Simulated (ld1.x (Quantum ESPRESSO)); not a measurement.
**Bi (Z = 83): one change to a TM semilocal potential, before and after**

| Property | Result |
| --- | --- |
| Element | bismuth |
| Generator | ld1.x (Quantum ESPRESSO) 7.5 |
| Type | norm-conserving Troullier–Martins (semilocal form) |
| Functional | PBE |
| Relativity | scalar-relativistic |
| Frozen core | [Xe] 4f14 5d10 |
| Valence charge | 5 |
| Reference configuration | 6s2 6p2.5 (charge +0.5) |
| Partial waves | 6s (bound): rc 1.60 bohr; 6p (bound): rc 2.00 bohr; 6d channel at 0.45 Ry: rc 2.10 bohr |
| Local potential | the d channel |
| Core correction | a·sin(br)/r model core inside 1.40 bohr |

All-electron outer shells of the reference configuration (PBE, scalar-relativistic, ld1.x):

| shell | level (eV) | outermost node (bohr) | outermost maximum (bohr) |
| --- | --- | --- | --- |
| 5d | -30.95 | 0.51 | 1.03 |
| 6s | -18.15 | 0.98 | 1.86 |
| 6p | -7.87 | 1.14 | 2.41 |

Change: all radii but the core radius scaled by about 1.10 (s 1.76, p 2.20, d 2.30 bohr).

Cutoffs: the cutoffs (Ry, on a coarse ladder) from which the occupation-weighted sum of valence levels, in a spherical-Bessel basis at the reference potential, stays within 10 and 1 mRy of its value at 400 Ry; they do not see the model core or the augmentation charge, which bear on the density cutoff. Errors are all-electron minus pseudo energies relative to the spin-unpolarised reference configuration.

Question: Predict the effect on cutoff, ghosts and configuration errors.

Answer: The potential gets softer (45 Ry and 90 Ry → 30 Ry and 50 Ry); the errors of the 7 common tests hardly move; neither file shows a bound ghost. A larger radius leaves more room for a smooth pseudo-wave, so fewer plane waves are needed. A semilocal file is local in each channel, so a ghost entry of none says nothing of the separable form that plane-wave codes build from it.

```csv
quantity,base,changed
"cutoff, loose",45 Ry,30 Ry
"cutoff, tight",90 Ry,50 Ry
loose cutoff by channel (10 mRy a level),"s 30 Ry, p 10 Ry","s 21 Ry, p 8 Ry"
bound ghosts,none,none
"error for 6s2 6p3, meV [ΔE -3.10 eV]",+0.3,+0.2
"error for 6s2 6p2, meV [ΔE 4.82 eV]",-4.9,-5.1
"error for 6s2 6p1, meV [ΔE 20.06 eV]",-54,-55
"error for 6s1 6p3, meV [ΔE 15.63 eV]",-48,-52
"error for 6s2 6p3.3, meV [ΔE -4.19 eV]",-0.2,-0.5
"error for 6s0 6p5, meV [ΔE 17.40 eV]",-107,-120
"error for 6s1 6p0, meV [ΔE 88.81 eV]",-796,-784
```
